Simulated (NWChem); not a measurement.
The numbers come from NWChem runs, not from measurements. System: N-methylmethanimine (C$_{2}$H$_{5}$N), charge 0, spin multiplicity 1, at a geometry optimised with B3LYP/def2-SVP. Level: RI-MP2/cc-pVTZ, 3 core orbitals frozen.

Job file:

```
start mol
memory heap 200 mb stack 900 mb global 1100 mb
geometry units angstroms nocenter noautoz
  C     -1.101829     0.345228     0.000000
  N      0.035405    -0.544811     0.000000
  C      1.197592    -0.047334     0.000000
  H     -1.729368     0.133913    -0.882390
  H     -1.729368     0.133913     0.882390
  H     -0.838141     1.423683     0.000000
  H      1.398715     1.045477     0.000000
  H      2.075748    -0.710673     0.000000
  symmetry group Cs
end
basis spherical
  * library cc-pvtz
end
basis "ri-mp2 basis" spherical
  * library cc-pvtz-ri
end
scf
  rhf
  nopen 0
  maxiter 100
  thresh 1e-7
  semidirect memsize 60000000 filesize 0
end
mp2
  freeze core 3
end
task rimp2 energy
```

Output (cleaned and shortened):

```
             Northwest Computational Chemistry Package (NWChem) 7.3.0
             --------------------------------------------------------

                                NWChem Input Module
                                -------------------

 Scaling coordinates for geometry "geometry" by  1.889725989
 (inverse scale =  0.529177249)

 Turning off AUTOSYM since
 SYMMETRY directive was detected!

                             Geometry "geometry" -> ""
                             -------------------------

 Output coordinates in angstroms (scale by  1.889725989 to convert to a.u.)

  No.       Tag          Charge          X              Y              Z
 ---- ---------------- ---------- -------------- -------------- --------------
    1 C                    6.0000    -1.10182900     0.34522800     0.00000000
    2 N                    7.0000     0.03540500    -0.54481100     0.00000000
    3 C                    6.0000     1.19759200    -0.04733400     0.00000000
    4 H                    1.0000    -1.72936800     0.13391300    -0.88239000
    5 H                    1.0000    -1.72936800     0.13391300     0.88239000
    6 H                    1.0000    -0.83814100     1.42368300     0.00000000
    7 H                    1.0000     1.39871500     1.04547700     0.00000000
    8 H                    1.0000     2.07574800    -0.71067300     0.00000000

 Effective nuclear repulsion energy (a.u.)      71.9808713090

            Nuclear Dipole moment (a.u.)
            ----------------------------
        X                 Y               Z
 ---------------- ---------------- ----------------
    -0.0000018897     0.0000000000     0.0000000000

      Symmetry information
      --------------------

 Group name             Cs
 Group number              2
 Group order               2
 No. of unique centers     7

      Symmetry unique atoms

     1    2    3    4    6    7    8


 Summary of "ao basis" -> "" (spherical)
 ------------------------------------------------------------------------------
       Tag                 Description            Shells   Functions and Types
[...]
 ------------------------------------------------------------------------------
       Tag                 Description            Shells   Functions and Types
 ---------------- ------------------------------  ------  ---------------------
 C                         cc-pvtz-ri               23       81   8s6p5d3f1g
 N                         cc-pvtz-ri               23       81   8s6p5d3f1g
 H                         cc-pvtz-ri               10       30   4s3p2d1f

 SCF Reference Information:
            File: './mol.movecs'
           Title: ''
    Size (AOxMO):    160 x    160
       Total Occ:              24.00
 RI-MP2 Calculation Information:
          Nr. of AO basis functions:        160
     Nr. of fitting basis functions:        393
               Nr. of MO spin cases:          1
        Nr. of MOs to be correlated:        157
     Nr. of occupied MOs correlated:          9
      Nr. of virtual MOs correlated:        148

          RI integral approximation: 'V'
    Threshold for Schwarz screening:  1.000E-09
 Smallest eigenvalue retained in fit  1.000E-08
    Type of storage for MO integrals 'EAF library'

 Transformation block size    9, requiring     1 integral passes.
 XForm_3cInts: Completed     1:    9 pass.
 Energy evaluation using block sizes     9    9
 RIMP2_V_E2: Approx. ints. done (    1:    9,    1:    9)
 RIMP2_V_E2: Copy to B done (    1:    9,    1:    9)
 RIMP2_V_E2: Denominators done (    1:    9,    1:    9)
 RIMP2_V_E2: Completed block (    1:    9,    1:    9)

          -------------------------------------------
          SCF energy                -133.109638102120
          Correlation energy          -0.544773676057
          Total MP2 energy          -133.654411778176
          -------------------------------------------

 -----------------------
 Performance information
 -----------------------

 Timer overhead =  1.37D-07 seconds/call

               Nr. of calls         CPU time (s)                 Wall time (s)                GFlops
             ---------------    -------------------     ------------------------------   -------------------
Name         Min   Avg   Max    Min     Avg     Max     Min     Avg     Max   Mx/calls   Min     Max     Sum
Overall       1     1     1    20.     20.     20.      20.     20.     20.     20.      0.0     0.0     0.0
3c integr     1     1     1    3.0     3.0     3.0      3.0     3.0     3.0     3.0      0.0     0.0     0.0
Energy        1     1     1   0.40    0.40    0.40     0.40    0.40    0.40    0.40      0.0     0.0     0.0
3c integr     1     1     1    2.9     2.9     2.9      2.9     2.9     2.9     2.9      0.0     0.0     0.0
First 2/3     3     3     3   2.10E-2 2.10E-2 2.10E-2  2.10E-2 2.10E-2 2.10E-2 7.00E-3   0.0     0.0     0.0
Final 1/3     1     1     1   1.75E-2 1.75E-2 1.75E-2  1.75E-2 1.75E-2 1.75E-2 1.75E-2   0.0     0.0     0.0
Write 3c      1     1     1   1.71E-3 1.71E-3 1.71E-3  1.71E-3 1.71E-3 1.71E-3 1.71E-3   0.0     0.0     0.0
Read 3c i     1     1     1   1.21E-3 1.21E-3 1.21E-3  1.21E-3 1.21E-3 1.21E-3 1.21E-3   0.0     0.0     0.0
Fitting b     1     1     1   0.18    0.18    0.18     0.18    0.18    0.18    0.18      0.0     0.0     0.0
Schwarz i     1     1     1   5.79E-2 5.79E-2 5.79E-2  5.79E-2 5.79E-2 5.79E-2 5.79E-2   0.0     0.0     0.0
Form 4ci      1     1     1   5.64E-2 5.64E-2 5.64E-2  5.64E-2 5.64E-2 5.64E-2 5.64E-2   0.0     0.0     0.0
Form A &      1     1     1   0.33    0.33    0.33     0.33    0.33    0.33    0.33      0.0     0.0     0.0
Denominat     1     1     1   1.63E-3 1.63E-3 1.63E-3  1.63E-3 1.63E-3 1.63E-3 1.63E-3   0.0     0.0     0.0
Pair Ener     1     1     1   4.96E-3 4.96E-3 4.96E-3  4.96E-3 4.96E-3 4.96E-3 4.96E-3   0.0     0.0     0.0

 The average no. of pstat calls per process was 1.60D+01
 with a timing overhead of 2.19D-06s

 Task  times  cpu:       19.9s     wall:       19.9s

 Total times  cpu:       19.9s     wall:       19.9s
```
